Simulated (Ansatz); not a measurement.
C$_{2}$H$_{7}$AlBFO, SMILES `COB(F)[CH2][AlH2]`, relaxed with RKS PBE-D4/def2-SVP in the Gaussian-basis code of Ansatz from a rough embedded geometry. The force threshold is 0.03 eV/Å; the program also tests the step.

Total charge 0; spin multiplicity 1.

Start:

```xyz
13

C     1.739    0.876   -0.852
O     1.312    1.216    0.439
B    -0.140    0.926    0.614
F    -1.082    1.870    0.407
C    -0.563   -0.502    1.208
Al   -1.678   -1.479   -0.163
H     2.764    1.101   -1.000
H     1.111    1.443   -1.597
H     1.570   -0.247   -1.101
H     0.349   -1.138    1.401
H    -1.145   -0.376    2.100
H    -3.013   -0.838   -0.685
H    -1.223   -2.852   -0.772
```

```json
{"step": "1", "energy (eV)": "-14206.7079", "largest force (eV/Å)": "2.600", "largest move (Å)": "0.000"}
{"step": "2", "energy (eV)": "-14207.0077", "largest force (eV/Å)": "2.146", "largest move (Å)": "0.182"}
{"step": "3", "energy (eV)": "-14207.1692", "largest force (eV/Å)": "1.074", "largest move (Å)": "0.113"}
{"step": "4", "energy (eV)": "-14207.2083", "largest force (eV/Å)": "0.527", "largest move (Å)": "0.051"}
{"step": "5", "energy (eV)": "-14207.2364", "largest force (eV/Å)": "0.205", "largest move (Å)": "0.101"}
{"step": "6", "energy (eV)": "-14207.2553", "largest force (eV/Å)": "0.368", "largest move (Å)": "0.175"}
{"step": "7", "energy (eV)": "-14207.2737", "largest force (eV/Å)": "0.502", "largest move (Å)": "0.084"}
{"step": "8", "energy (eV)": "-14207.3248", "largest force (eV/Å)": "0.663", "largest move (Å)": "0.194"}
{"step": "9", "energy (eV)": "-14207.3786", "largest force (eV/Å)": "0.844", "largest move (Å)": "0.195"}
{"step": "10", "energy (eV)": "-14207.4628", "largest force (eV/Å)": "0.906", "largest move (Å)": "0.200"}
{"step": "11", "energy (eV)": "-14207.5560", "largest force (eV/Å)": "0.339", "largest move (Å)": "0.200"}
{"step": "13", "energy (eV)": "-14207.5985", "largest force (eV/Å)": "0.218", "largest move (Å)": "0.070"}
{"step": "15", "energy (eV)": "-14207.6111", "largest force (eV/Å)": "0.147", "largest move (Å)": "0.101"}
{"step": "17 (rejected)", "energy (eV)": "-14207.6126", "largest force (eV/Å)": "0.668", "largest move (Å)": "0.087"}
{"step": "19", "energy (eV)": "-14207.6215", "largest force (eV/Å)": "0.106", "largest move (Å)": "0.073"}
{"step": "21", "energy (eV)": "-14207.6240", "largest force (eV/Å)": "0.068", "largest move (Å)": "0.111"}
{"step": "23", "energy (eV)": "-14207.6248", "largest force (eV/Å)": "0.030", "largest move (Å)": "0.024"}
{"step": "25", "energy (eV)": "-14207.6259", "largest force (eV/Å)": "0.048", "largest move (Å)": "0.052"}
{"step": "27", "energy (eV)": "-14207.6269", "largest force (eV/Å)": "0.093", "largest move (Å)": "0.027"}
{"step": "29", "energy (eV)": "-14207.6294", "largest force (eV/Å)": "0.050", "largest move (Å)": "0.075"}
{"step": "31", "energy (eV)": "-14207.6314", "largest force (eV/Å)": "0.202", "largest move (Å)": "0.095"}
{"step": "33", "energy (eV)": "-14207.6379", "largest force (eV/Å)": "0.064", "largest move (Å)": "0.098"}
{"step": "35", "energy (eV)": "-14207.6404", "largest force (eV/Å)": "0.056", "largest move (Å)": "0.050"}
{"step": "37", "energy (eV)": "-14207.6418", "largest force (eV/Å)": "0.041", "largest move (Å)": "0.023"}
{"step": "39", "energy (eV)": "-14207.6425", "largest force (eV/Å)": "0.022", "largest move (Å)": "0.011"}
{"step": "41", "energy (eV)": "-14207.6428", "largest force (eV/Å)": "0.012", "largest move (Å)": "0.013"}
```

End:

```xyz
13

C     1.675    0.642   -0.860
O     0.654    1.500   -0.387
B    -0.295    1.089    0.503
F    -1.198    2.038    0.830
C    -0.451   -0.356    1.076
Al   -1.644   -1.371   -0.123
H     2.359    0.324   -0.042
H     2.272    1.194   -1.613
H     1.264   -0.271   -1.345
H     0.516   -0.900    1.118
H    -0.927   -0.331    2.078
H    -3.191   -1.565    0.236
H    -1.035   -1.992   -1.471
```

Hardware: 4 threads of an Arm Neoverse V1 on a shared host. Wall time 72 s, peak host memory 0.19 GiB.
